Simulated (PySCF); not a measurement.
Compound: C7H7 (doublet state).
Structure used (GFN2-xTB), in Å, numbered top down from 1:
```
atom  x, y, z in Å
C1    -0.4038   -1.5139   -0.2928
C2     0.9066   -1.3914   -0.3172
C3     1.5954   -0.2375    0.2268
C4     1.0727    1.0046    0.2673
C5    -0.2018    1.3806   -0.2752
C6    -1.3046    0.6191   -0.3445
C7    -1.4450   -0.7012    0.3432
H8     1.5282   -2.1692   -0.7400
H9     2.6195   -0.3984    0.5381
H10    1.7104    1.8190    0.5900
H11   -0.2425    2.3747   -0.7041
H12   -2.1458    0.9568   -0.9346
H13   -1.2477   -0.6242    1.4200
H14   -2.4424   -1.1194    0.2009
```

As a line formula: `[C]1=CC=CC=CC1` [radical].

Method: UKS B3LYP, pcH-1 on C H, non-relativistic, mean-field spin-orbit, GIAO in PySCF. One conformer (not necessarily the lowest) at the GFN2-xTB geometry, without solvent, vibrations or thermal averaging. A GFN2-xTB geometry isn't a minimum of the functional, and hyperfine couplings can be far from their values at a DFT geometry. No stability test was run, so a lower SCF solution isn't excluded.

Question: Break the g tensor into its mass correction, gauge correction and orbital-Zeeman/spin–orbit terms.

Answer: 
```
                    Δg (ppm)     1     2     3
relativistic mass correction  -158  -158  -158
            gauge correction    36    13   -14
   orbital Zeeman/spin–orbit  -608    51   549
                       total  -730   -94   376
```

So g = 2.00159, 2.00222, 2.00270 and g_iso = 2.00217; the tensor is rhombic: the two nearest values differ by 43 % of g3 − g1. Axes: g1 points within 13° of the C1–C7 bond and g2 points within 10° of the C2–C3 bond.

Question: At 9.449 GHz, how far is the centre of the isotropic spectrum from where a free electron (g = 2.002319) resonates?

Answer: B = hν/(g μB) with μB/h = 13.99624 MHz/mT gives 337.16 mT for the free electron and 337.19 mT at g_iso, 0.03 mT higher.

Question: What are the electron Larmor frequencies g μB B/h along the three axes at 3350 mT?

Answer: 93.8493, 93.8792, 93.9012 GHz for g1, g2 and g3, a range of 51.9 MHz.

Question: Average each term over the three axes. Which is largest in size?

Answer: The mass correction -158, the gauge correction 12 and the orbital-Zeeman/spin–orbit term -3 ppm, for a total of -149 ppm. The mass correction is the largest in size. The mass correction is the same along every axis, so the anisotropy comes from the other two: their spans along these axes are 51 (gauge) and 1157 ppm (orbital Zeeman/spin–orbit).

Question: In a frozen sample, at which fields do the three g values resonate at 9.5, 34, 94 and 263 GHz (hyperfine left aside), and which band first spreads them over more than twice a line width of 1.0 mT?

Answer: 
| band | GHz | B(g3) mT | B(g2) mT | B(g1) mT | spread mT |
| --- | --- | --- | --- | --- | --- |
| X | 9.5 | 338.92 | 339.00 | 339.11 | 0.19 |
| Q | 34.0 | 1212.98 | 1213.26 | 1213.65 | 0.67 |
| W | 94.0 | 3353.52 | 3354.31 | 3355.38 | 1.85 |
| J | 263.0 | 9382.73 | 9384.94 | 9387.92 | 5.19 |

The spread grows in proportion to the frequency. J band is the first where it exceeds 2.0 mT.

Largest spin populations (Mulliken): C1 (+0.98), C2 (-0.12) and C3 (+0.10). C1 is the only atom above +0.15. The positive populations add up to 1.22 and the negative ones to -0.22, together 2S = 1.

The HOMO–LUMO gaps are 4.85 eV among the α and 4.13 eV among the β orbitals.
